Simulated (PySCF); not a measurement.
Compound: C4H10AsBO2.
SMILES: `OB(O)[C@@H]1CCC[AsH]1`

A linear-response calculation (PySCF, def2-SVPD basis, gas phase, vertical, core orbitals frozen in the response) gave these numbers; the functional is withheld.

Orbital energies (eV): HOMO-3 -10.56, HOMO-2 -9.99, HOMO-1 -9.54, HOMO -8.13, LUMO 0.53, LUMO+1 1.07, LUMO+2 1.48.

```json
{"state": "S1", "E (eV)": "5.95", "f": "0.082", "main configurations (H = HOMO, L = LUMO)": "H→L (46%), H→L+1 (34%), H→L+3 (10%)"}
{"state": "S2", "E (eV)": "6.09", "f": "0.038", "main configurations (H = HOMO, L = LUMO)": "H→L+1 (52%), H→L (26%), H→L+2 (12%)"}
{"state": "S3", "E (eV)": "6.63", "f": "0.071", "main configurations (H = HOMO, L = LUMO)": "H→L+3 (62%), H→L+2 (16%), H→L+5 (11%)"}
{"state": "S4", "E (eV)": "7.15", "f": "0.0025", "main configurations (H = HOMO, L = LUMO)": "H-1→L (24%), H→L+2 (24%), H→L+4 (18%)"}
{"state": "S5", "E (eV)": "7.28", "f": "0.036", "main configurations (H = HOMO, L = LUMO)": "H-1→L (52%), H→L+2 (18%)"}
{"state": "S6", "E (eV)": "7.44", "f": "0.017", "main configurations (H = HOMO, L = LUMO)": "H-1→L+1 (66%)"}
```

Triplets, Tamm–Dancoff:

```json
{"state": "T1", "E (eV)": "5.01", "λ (nm)": "247.5", "main configurations (H = HOMO, L = LUMO)": "H→L+1 (41%), H→L (24%), H→L+3 (16%)"}
{"state": "T2", "E (eV)": "5.29", "λ (nm)": "234.3", "main configurations (H = HOMO, L = LUMO)": "H→L+1 (32%), H→L+3 (20%), H→L (14%)"}
{"state": "T3", "E (eV)": "6.19", "λ (nm)": "200.4", "main configurations (H = HOMO, L = LUMO)": "H→L+3 (33%), H→L+2 (24%), H→L (15%)"}
{"state": "T4", "E (eV)": "6.64", "λ (nm)": "186.8", "main configurations (H = HOMO, L = LUMO)": "H-1→L (34%), H-1→L+3 (21%), H-1→L+1 (20%)"}
```

Vertical ionisation energy by ΔSCF with the same functional: 8.91 eV. Mean static polarisability: 97.3 au.

Problem. Which of these was used?
A. CAM-B3LYP
B. PBE
C. HF
D. B3LYP

Solution. A. CAM-B3LYP is range-separated, 19% exact exchange at short range and 65% at long range (ω = 0.33 bohr⁻¹). In this run −ε(HOMO) = 8.13 eV differs from the ΔSCF value by -0.79 eV, and S1 differs from the orbital gap of 8.65 eV by -2.70 eV. The ratio −ε(HOMO)/IP is 0.91. Usual ranges for neutral molecules in this basis: 0.85 to 0.93 with CAM-B3LYP, 0.5 to 0.7 with PBE, 0.67 to 0.83 with B3LYP; with Hartree–Fock the ratio is 1 or more (Koopmans' value less the relaxation energy is the ΔSCF value).

Computed with PySCF 2.14.0, density-fitted response routines, TDDFT CAM-B3LYP/def2-SVPD, vertical, gas phase, core orbitals frozen in the response. Geometry: PBE0-D3(BJ)/def2-SVP, one conformer, isolated molecule. Relativistic effects, spin–orbit coupling among them, are left out although an element past zinc is present.

Without π bonds the low states are Rydberg-like; a valence basis with one diffuse set may place them up to an eV too high.
